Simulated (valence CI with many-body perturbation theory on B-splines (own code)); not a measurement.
## From CI to CI+MBPT in Ir46+

Calculated by valence CI with perturbative core correlation (CI+MBPT): three valence electrons over a frozen Dirac-Fock core [Ar] 3d10, radial functions for each j: 11 s, 11 p, 9 d, 7 f, 5 g, 2 h, 1 i, with the one-electron correlation potential Σ1, the two-electron term Σ2, the three-electron term Σ3, Breit, model QED; selected CI, second order for the rest (own B-spline code, finite nucleus).

No measured spectrum was set against this ion. As an estimate, large intervals hold to a few tenths of a per cent, small ones and those within an open d or f shell to about a per cent.

Each rung adds one term. CI alone is the Dirac-Coulomb CI over the frozen core; QED comes last and gives the full result, which names the levels. Energies are above (4s^2 4p1/2) J=1/2 on the same rung, in eV.

Levels are named by their leading jj configuration (3d3/2^4 stands for four electrons in 3d with j = 3/2), which in mixed levels can hold well under half, so a name can repeat and another be missing. Letters in brackets count levels of one name in rising energy.

| Level | CI alone |
| --- | --- |
| (4s 4p1/2^2) J=1/2 | 104.93 |
| (4s^2 4p3/2) J=3/2 | 122.26 |
| (4s 4p1/2 4p3/2) J=3/2 [a] | 212.55 |
| (4s 4p1/2 4p3/2) J=5/2 | 221.87 |
| (4s 4p1/2 4p3/2) J=3/2 [b] | 234.93 |
| (4s 4p1/2 4p3/2) J=1/2 | 237.77 |
| (4s^2 4d3/2) J=3/2 | 295.79 |
| (4s^2 4d5/2) J=5/2 | 317.76 |
| (4p1/2^2 4p3/2) J=3/2 | 340.13 |
| (4s 4p3/2^2) J=5/2 | 344.05 |
| (4s 4p3/2^2) J=1/2 | 359.51 |
| (4s 4p3/2^2) J=3/2 | 363.82 |
| (4s 4p1/2 4d3/2) J=3/2 [a] | 377.34 |
| (4s 4p1/2 4d3/2) J=5/2 | 385.35 |
| (4s 4p1/2 4d3/2) J=1/2 | 399.96 |
| (4s 4p1/2 4d3/2) J=3/2 [b] | 401.35 |

(1) What do these energies become with core correlation, Breit and QED?

(2) How does the ionisation energy move along the ladder, and which term matters most?

## Answers

(1) (4s 4p1/2^2) J=1/2 104.57 (-0.363); (4s^2 4p3/2) J=3/2 121.43 (-0.828); (4s 4p1/2 4p3/2) J=3/2 [a] 211.81 (-0.736); (4s 4p1/2 4p3/2) J=5/2 220.77 (-1.097); (4s 4p1/2 4p3/2) J=3/2 [b] 233.35 (-1.579); (4s 4p1/2 4p3/2) J=1/2 235.79 (-1.981); (4s^2 4d3/2) J=3/2 293.15 (-2.640); (4s^2 4d5/2) J=5/2 315.26 (-2.497); (4p1/2^2 4p3/2) J=3/2 337.96 (-2.171); (4s 4p3/2^2) J=5/2 341.77 (-2.279); (4s 4p3/2^2) J=1/2 357.13 (-2.386); (4s 4p3/2^2) J=3/2 360.83 (-2.982); (4s 4p1/2 4d3/2) J=3/2 [a] 375.47 (-1.874); (4s 4p1/2 4d3/2) J=5/2 383.19 (-2.156); (4s 4p1/2 4d3/2) J=1/2 397.01 (-2.948); (4s 4p1/2 4d3/2) J=3/2 [b] 398.41 (-2.941).

(2) CI alone 2502.9, + Σ1 2504.9, + Σ2 2504.9, + Σ3 2504.8, + Breit 2501.5, + QED 2501.5 eV. The largest step is Breit, -3.3 eV. NIST lists 2500 ± 4 eV (theoretical).
